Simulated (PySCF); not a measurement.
**Vertical excitation energies**

C3H5NO2Si.
Z-matrix (Å and degrees, GFN2-xTB geometry), rows numbered from 1:
```
C 
N   1  1.2458
Si  2  1.7178  1  134.76
O   3  1.6185  2  104.54  1   122.15
C   3  1.8950  2  127.29  1   -30.87
C   5  1.3323  3   85.64  2  -101.43
O   6  1.3783  5  107.92  3    -1.22
H   1  1.0872  2  118.62  3   178.72
H   1  1.0927  2  125.26  3    -1.61
H   4  0.9543  3  118.65  2   139.53
H   5  1.0714  3  144.97  2    75.39
H   6  1.0760  5  134.94  3   179.33
```

The calculation used PySCF 2.14.0, density-fitted response routines, TDDFT B3LYP/def2-SVPD, vertical, gas phase, core orbitals frozen in the response.

Problem. Predict the UV-vis stick spectrum at this level.

Solution. 

| state | E (eV) | λ (nm) | f | \|μ\| (D) | main configurations (H = HOMO, L = LUMO) |
| --- | --- | --- | --- | --- | --- |
| S1 | 3.86 | 321.6 | 0.0006 | 0.20 | H-1→L (55%), H→L (44%) |
| S2 | 4.28 | 289.6 | 0.0029 | 0.43 | H→L (56%), H-1→L (44%) |
| S3 | 5.48 | 226.1 | 0.078 | 1.94 | H→L+1 (91%) |
| S4 | 5.61 | 220.9 | 0.0082 | 0.62 | H→L+2 (96%) |
| S5 | 5.84 | 212.2 | 0.019 | 0.92 | H-1→L+1 (93%) |
| S6 | 6.18 | 200.5 | 0.025 | 1.04 | H-2→L (85%), H-1→L+2 (10%) |
| S7 | 6.23 | 199.2 | 0.012 | 0.70 | H-1→L+2 (84%), H-2→L (11%) |
| S8 | 6.40 | 193.7 | 0.0039 | 0.40 | H→L+4 (58%), H→L+3 (37%) |

Triplets, Tamm–Dancoff:

```csv
state,E (eV),λ (nm),"main configurations (H = HOMO, L = LUMO)"
T1,3.34,371.7,"H-1→L (71%), H→L (24%)"
T2,3.73,332.4,"H→L+1 (66%), H→L (17%), H-1→L (9%)"
T3,4.30,288.6,"H→L (57%), H→L+1 (24%), H-1→L (15%)"
```

The lowest singlet lies at 3.86 eV (322 nm, ultraviolet) and is very weak; its leading configuration is HOMO-1→LUMO (55%). The most intense listed level is S3 at 5.48 eV (226 nm, f = 0.078), 1.63 eV above S1. Löwdin shares by element: HOMO carbon 54% or more, oxygen 30% or more, nitrogen 6%; LUMO carbon 41% or more, nitrogen 32%, silicon 7%, hydrogen 6% or more. The listed states span 2.54 eV, and the widest gap between neighbours is 1.20 eV (S2 to S3). Weighted by f, the mean energy of these states is 5.71 eV. Orbital energies (eV): HOMO-3 -9.44, HOMO-2 -8.65, HOMO-1 -7.12, HOMO -6.51, LUMO -1.53, LUMO+1 -0.38, LUMO+2 0.00. The window holds the lowest 8 singlets.

One conformer stands for the species.
